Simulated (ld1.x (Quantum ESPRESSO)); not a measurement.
## Plane-wave convergence, TM potential for Zr (Z = 40)

zirconium (Zr), norm-conserving Troullier–Martins (Kleinman–Bylander form), made with ld1.x (Quantum ESPRESSO) 7.5 (PBE, scalar-relativistic). Core [Ar] 3d10, reference 4s2 4p6 4d2 5s2 5p0. Waves: 4s (bound): rc 1.40 bohr; 4p (bound): rc 1.70 bohr; 4d (bound): rc 2.55 bohr. Local part: the d channel. Core correction: none.

Occupied shells without a wave of their own: 5s. They enter only through the test configuration that unscreens the potential.

The pseudo-atom Hamiltonian at the reference potential is diagonalised in spherical Bessel functions j_l(qr) that vanish at 20 bohr, with q² up to the cutoff. All-electron valence levels (Ry): 4s -4.0060, 5s -0.3263, 4p -2.3859, 5p -0.1080, 4d -0.2645.

Q: How do the lowest levels (Ry) of each channel move with the cutoff, and are there ghosts?

A:

```json
{"cutoff (Ry)": "8", "s #1": "-3.5288", "s #2": "-0.2801", "p #1": "-2.0800", "p #2": "-0.0833", "p #3": "0.0511", "d #1": "-0.0854", "f #1": "0.1010", "Σ f·Δε (mRy)": "3236.7"}
{"cutoff (Ry)": "15", "s #1": "-3.7167", "s #2": "-0.2905", "p #1": "-2.3703", "p #2": "-0.1051", "p #3": "0.0449", "d #1": "-0.2177", "f #1": "0.1010", "Σ f·Δε (mRy)": "833.9"}
{"cutoff (Ry)": "25", "s #1": "-3.9466", "s #2": "-0.3150", "p #1": "-2.3777", "p #2": "-0.1066", "p #3": "0.0445", "d #1": "-0.2629", "f #1": "0.1010", "Σ f·Δε (mRy)": "190.4"}
{"cutoff (Ry)": "40", "s #1": "-3.9864", "s #2": "-0.3218", "p #1": "-2.3850", "p #2": "-0.1069", "p #3": "0.0445", "d #1": "-0.2645", "f #1": "0.1010", "Σ f·Δε (mRy)": "50.5"}
{"cutoff (Ry)": "55", "s #1": "-3.9950", "s #2": "-0.3230", "p #1": "-2.3856", "p #2": "-0.1069", "p #3": "0.0445", "d #1": "-0.2645", "f #1": "0.1010", "Σ f·Δε (mRy)": "27.0"}
{"cutoff (Ry)": "80", "s #1": "-4.0049", "s #2": "-0.3245", "p #1": "-2.3859", "p #2": "-0.1069", "p #3": "0.0445", "d #1": "-0.2645", "f #1": "0.1010", "Σ f·Δε (mRy)": "2.7"}
{"cutoff (Ry)": "110", "s #1": "-4.0054", "s #2": "-0.3246", "p #1": "-2.3859", "p #2": "-0.1069", "p #3": "0.0445", "d #1": "-0.2645", "f #1": "0.1010", "Σ f·Δε (mRy)": "1.5"}
{"cutoff (Ry)": "160", "s #1": "-4.0060", "s #2": "-0.3247", "p #1": "-2.3859", "p #2": "-0.1069", "p #3": "0.0445", "d #1": "-0.2645", "f #1": "0.1010", "Σ f·Δε (mRy)": "0.1"}
{"cutoff (Ry)": "400", "s #1": "-4.0060", "s #2": "-0.3247", "p #1": "-2.3859", "p #2": "-0.1069", "p #3": "0.0445", "d #1": "-0.2645", "f #1": "0.1010", "Σ f·Δε (mRy)": "0.0"}
```

Result: no extra level below or beside the all-electron valence levels (s, p, d, f tested); 10 mRy is reached at 70 Ry and 1 mRy at 120 Ry.
